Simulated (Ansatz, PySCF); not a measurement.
System: SiNH$_{4}$, charge 0, doublet. SiNH4 (SMILES [NH][SiH3], doublet).
B3LYP-D3(BJ)/def2-TZVP minimum from Ansatz (a quantum-chemistry and plane-wave program):
```xyz
6

N      1.1559    -0.3130    -0.3132
Si    -0.4627     0.1679     0.1638
H      1.1596    -1.0375    -1.0359
H     -1.0918    -0.9647     0.8946
H     -1.3070     0.4999    -1.0140
H     -0.3734     1.3421     1.0547
```
Charge 0, spin multiplicity 2.

Atomisation energy term by term, kcal/mol (programs: Ansatz). UHF or UKS for unpaired electrons; spin-orbit terms are left out. Correlated methods leave the cores frozen. Rows without X2C or -DK are non-relativistic. CBS(X,Y): correlation extrapolated as X^-3, Hartree-Fock from the larger set. A bracket is a step between two methods taken in the basis named. 'core' is core correlation in cc-pwCVTZ (1s frozen past Ne), 'X2C' scalar relativity in cc-pVTZ-DK, both at CCSD(T). Where a partner has so few electrons that a lower coupled-cluster level is exact, that level stands in.

```json
[
 {"term": "Hartree-Fock", "basis": "cc-pV(Q+d)Z", "kcal/mol": "289.05"},
 {"term": "CCSD correlation", "basis": "CBS(cc-pV(T+d)Z,cc-pV(Q+d)Z)", "kcal/mol": "107.26"},
 {"term": "(T)", "basis": "CBS(cc-pV(T+d)Z,cc-pV(Q+d)Z)", "kcal/mol": "4.21"},
 {"term": "CCSDT(Q) - CCSD(T)", "basis": "cc-pV(T+d)Z", "kcal/mol": "0.21"},
 {"term": "core correlation", "basis": "cc-pwCVTZ", "kcal/mol": "0.19"},
 {"term": "scalar relativity", "basis": "X2C, cc-pVTZ-DK", "kcal/mol": "-0.86"},
 {"term": "minus zero-point energy", "basis": "Hessian by PySCF at B3LYP-D3(BJ)/def2-TZVP", "kcal/mol": "-22.59"},
 {"term": "sum: D0", "basis": "", "kcal/mol": "377.5"}
]
```

The step beyond CCSD(T) by other levels: CCSDT(Q) in cc-pV(D+d)Z 0.45 kcal/mol.
